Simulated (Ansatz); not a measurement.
Mulliken charges of CH3FOSSi, SMILES `OC1(F)[SiH2]S1` from PBE/def2-TZVPP in Ansatz (PBE0-D4/def2-TZVP geometry).

```tsv
atom	x (Å)	y (Å)	z (Å)	charge (e)
O1	0.198	0.581	1.554	-0.244
C2	0.481	0.277	0.266	0.252
F3	1.829	0.284	0.051	-0.155
Si4	-0.615	-0.830	-0.739	0.251
S5	-0.420	1.239	-1.069	-0.224
H6	0.478	1.487	1.741	0.197
H7	0.011	-1.753	-1.709	-0.038
H8	-1.870	-1.343	-0.150	-0.040
```

By hand: the dipole of these point charges (1 e Å = 4.8032 D).

Σ q r = (-0.102, -0.189, 0.148) e Å, of length 0.261 e Å = 1.25 D.

How does the dipole of the full density compare? (An estimate is asked.)

The calculation gave: (-0.149, -0.077, 0.065) e Å, 0.86 D; the point charges give 1.45 times that, at 33° from its direction.

Point charges leave out the atoms' own dipoles, such as those of lone pairs, and Mulliken's split depends on the basis, so the two needn't agree.
